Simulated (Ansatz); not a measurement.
Relaxation of CH4BBr (7 atoms, charge 0, multiplicity 1), to a largest force component of 0.03 eV/Å in at most 50 steps.

Computed with Ansatz, RKS B3LYP-D4/def2-mTZVP.

```xyz
7
Properties=species:S:1:pos:R:3
B 0.403 -0.366 0.625
Br 2.337 0.009 0.275
C -0.554 0.249 -0.413
H 0.004 0.961 -1.004
H 0.172 -1.024 1.576
H -1.442 0.710 0.028
H -0.920 -0.539 -1.087
```

Question: Where does it end, and by what steps?

Answer: The forces met the threshold. After 4 steps the energy has fallen by 0.105 eV; H4 moved furthest, 0.17 Å.

| step | energy less start (eV) | largest force component (eV/Å) | accepted |
| --- | --- | --- | --- |
| 0 | 0.0000 | 1.075 | yes |
| 1 | -0.0821 | 0.601 | yes |
| 2 | -0.1021 | 0.148 | yes |
| 3 | -0.1043 | 0.091 | yes |
| 4 | -0.1047 | 0.027 | yes |

```xyz
7
Properties=species:S:1:pos:R:3
B 0.473 -0.330 0.588
Br 2.374 -0.084 0.381
C -0.536 0.266 -0.425
H -0.130 1.028 -1.090
H 0.150 -0.985 1.522
H -1.424 0.661 0.079
H -0.907 -0.555 -1.055
```

Run time: 11 s on 2 threads of Arm Neoverse V1, on a shared host, peak memory 0.17 GiB.
